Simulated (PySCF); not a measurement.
# Correlation energy of As (arsenic, neutral)

[Ar] 3d10 4s2 4p3, high-spin 4S determinant. Computed with PySCF 2.14 in cc-pVTZ-PP with ECP10MDF, with scalar relativity through the core potential. Frozen: 3s2 3p6 3d10; 5 electrons correlated.

MP2 pair energies summed by pair of shells (mhartree):

```json
{"pair": "4s-4p", "energy": "-46.38", "share (%)": "64.9"}
{"pair": "4p-4p", "energy": "-15.32", "share (%)": "21.5"}
{"pair": "4s-4s", "energy": "-9.72", "share (%)": "13.6"}
```

Total MP2 correlation energy: -71.42 mhartree.

Same-spin part -19.20 and opposite-spin part -52.22 mhartree; SCS-MP2 scales them by 1/3 and 6/5 to -69.06 mhartree.

```tsv
level	correlation energy (mhartree)
CCSD	-85.57
(T)	-2.79
CCSD(T)	-88.36
```

Diagnostics: T1 = 0.0036, D1 = 0.0085, largest double amplitude 0.053.

Cost of the coupled-cluster step: 0.39 s of wall time on 1 thread of Neoverse-V1 (shared host), for 5 correlated electrons.
